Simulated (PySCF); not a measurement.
Species: C₈H₁₁N.
Atom-mapped SMILES: `[CH3:1][CH2:2][NH:3][c:4]1[cH:5][cH:6][cH:7][cH:8][cH:9]1` (hydrogens: H10, H11, H12 on C1; H13, H14 on C2; H15 on N3; H16 on C5; H17 on C6; H18 on C7; H19 on C8; H20 on C9)

The same species was optimised twice, with GFN2-xTB and with PBE0-D3(BJ)/def2-SVP (PySCF), and the same property calculations (PySCF, gas phase) were run on both structures.

```csv
coordinate,GFN2-xTB,PBE0-D3(BJ)/def2-SVP,change
C5–C6 (Å),1.382,1.393,+0.011
C7–C8 (Å),1.386,1.397,+0.011
C4–C5 (Å),1.397,1.407,+0.010
C4–C9 (Å),1.399,1.410,+0.011
C8–C9 (Å),1.379,1.388,+0.009
C6–C7 (Å),1.384,1.392,+0.008
C2–N3 (Å),1.445,1.438,-0.007
C1–C2 (Å),1.521,1.515,-0.006
N3–C4 (Å),1.376,1.375,-0.001
C1–C2–N3 (°),110.0,110.8,+0.8
N3–C4–C9 (°),119.1,119.9,+0.8
C6–C7–C8 (°),119.2,118.7,-0.5
N3–C4–C5 (°),122.6,122.1,-0.5
C7–C8–C9 (°),120.4,120.8,+0.4
C5–C6–C7 (°),120.9,121.2,+0.3
C2–N3–C4 (°),122.9,123.2,+0.3
C5–C4–C9 (°),118.3,118.1,-0.2
C1–C2–N3–C4 (°),-175,-178,-3
C2–N3–C4–C5 (°),-19,-12,+7
```

Rotational constants: A = 4877, B = 894.4, C = 764.7 MHz (GFN2-xTB) against A = 4828, B = 888.9, C = 758.6 MHz (PBE0-D3(BJ)/def2-SVP).

On the GFN2-xTB structure: HOMO (eV) -5.65 [PBE0/pcSseg-1]; LUMO (eV) 0.10 [PBE0/pcSseg-1]; dipole (D) 2.06 [PBE0/pcSseg-1]; GIAO shielding of C1 (ppm) 170.1 [PBE0/pcSseg-1]; GIAO shielding of C2 (ppm) 145.9 [PBE0/pcSseg-1]; GIAO shielding of N3 (ppm) 171.4 [PBE0/pcSseg-1]; GIAO shielding of C4 (ppm) 33.8 [PBE0/pcSseg-1]; GIAO shielding of C5/C9 (mean) (ppm) 71.5 [PBE0/pcSseg-1]; GIAO shielding of C6/C8 (mean) (ppm) 52.0 [PBE0/pcSseg-1]; GIAO shielding of C7 (ppm) 65.5 [PBE0/pcSseg-1].

Task: What do these properties become on the PBE0-D3(BJ)/def2-SVP structure?

Result: 
```json
{"property": "HOMO (eV)", "level": "PBE0/pcSseg-1", "on GFN2-xTB": "-5.65", "on PBE0-D3(BJ)/def2-SVP": "-5.63", "change": "+0.02"}
{"property": "LUMO (eV)", "level": "PBE0/pcSseg-1", "on GFN2-xTB": "0.10", "on PBE0-D3(BJ)/def2-SVP": "0.05", "change": "-0.05"}
{"property": "dipole (D)", "level": "PBE0/pcSseg-1", "on GFN2-xTB": "2.06", "on PBE0-D3(BJ)/def2-SVP": "2.12", "change": "+0.06"}
{"property": "energy, GFN2-xTB geometry as zero (kcal/mol)", "level": "PBE0/pcSseg-1", "on GFN2-xTB": "0.0", "on PBE0-D3(BJ)/def2-SVP": "-0.3", "change": "-0.3"}
{"property": "GIAO shielding of C1 (ppm)", "level": "PBE0/pcSseg-1", "on GFN2-xTB": "170.1", "on PBE0-D3(BJ)/def2-SVP": "168.2", "change": "-1.9"}
{"property": "GIAO shielding of C2 (ppm)", "level": "PBE0/pcSseg-1", "on GFN2-xTB": "145.9", "on PBE0-D3(BJ)/def2-SVP": "145.9", "change": "0.0"}
{"property": "GIAO shielding of N3 (ppm)", "level": "PBE0/pcSseg-1", "on GFN2-xTB": "171.4", "on PBE0-D3(BJ)/def2-SVP": "172.0", "change": "+0.6"}
{"property": "GIAO shielding of C4 (ppm)", "level": "PBE0/pcSseg-1", "on GFN2-xTB": "33.8", "on PBE0-D3(BJ)/def2-SVP": "32.7", "change": "-1.1"}
{"property": "GIAO shielding of C5/C9 (mean) (ppm)", "level": "PBE0/pcSseg-1", "on GFN2-xTB": "71.5", "on PBE0-D3(BJ)/def2-SVP": "69.8", "change": "-1.7"}
{"property": "GIAO shielding of C6/C8 (mean) (ppm)", "level": "PBE0/pcSseg-1", "on GFN2-xTB": "52.0", "on PBE0-D3(BJ)/def2-SVP": "49.4", "change": "-2.6"}
{"property": "GIAO shielding of C7 (ppm)", "level": "PBE0/pcSseg-1", "on GFN2-xTB": "65.5", "on PBE0-D3(BJ)/def2-SVP": "63.3", "change": "-2.2"}
```

The heavy atoms differ by 0.034 Å rms after alignment. Among bonds between heavy atoms C4–C5, C4–C9, C5–C6 and C7–C8 change most and about equally (+0.010 to +0.011 Å). Changes are differences of the printed values. Neither structure is proved a minimum here.

Conformer computed: `[CH3:1][CH2:2][NH:3][c:4]1[cH:5][cH:6][cH:7][cH:8][cH:9]1`: C1–C2–N3–C4 -178°, C2–N3–C4–C5 -12°.
